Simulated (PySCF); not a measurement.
CeCl from Hartree–Fock to correlated methods

State: quartet, about 1.1 electrons in the 4f shell (Mulliken), real f orbitals that mix terms. Set-up: basis Ce x2c-SVPall, Cl x2c-SVPall; spin-free X2C with a Gaussian nucleus; PySCF 2.14. De refers to Ce (4f1 5d1 6s2) + Cl in their high-spin ground configurations, without counterpoise correction. The functionals are run spin-unrestricted. A positive dipole means Ce(−)Cl(+). Levels whose curve was spin-contaminated or gave no clean fit are not listed.

```json
{"Level": "UHF", "Re (Å)": "2.605", "ωe (cm⁻¹)": "313", "De (eV)": "n/a", "μ (D)": "-4.83", "CPU s a point (SCF and correlation, without the integrals)": "2.5"}
{"Level": "UHF-MP2", "Re (Å)": "2.498", "ωe (cm⁻¹)": "351", "De (eV)": "n/a", "μ (D)": "n/a", "CPU s a point (SCF and correlation, without the integrals)": "4.7"}
{"Level": "UHF-SCS-MP2", "Re (Å)": "2.517", "ωe (cm⁻¹)": "344", "De (eV)": "n/a", "μ (D)": "n/a", "CPU s a point (SCF and correlation, without the integrals)": "n/a"}
{"Level": "PBE0", "Re (Å)": "2.506", "ωe (cm⁻¹)": "334", "De (eV)": "5.38", "μ (D)": "-4.12", "CPU s a point (SCF and correlation, without the integrals)": "9.5"}
{"Level": "M06", "Re (Å)": "2.508", "ωe (cm⁻¹)": "334", "De (eV)": "4.84", "μ (D)": "-3.60", "CPU s a point (SCF and correlation, without the integrals)": "47"}
```

Correlated steps freeze 23 core orbitals. Spin–orbit coupling is left out, which matters for elements this heavy, above all for dissociation energies. The state is the lowest single determinant that the PBE0 search found; with open d or f shells the true ground state can be another one.

The whole job (state search and all levels along the bond) took about 21 min on 2 threads of Arm Neoverse V1 (shared host), peak memory 3.7 GiB.
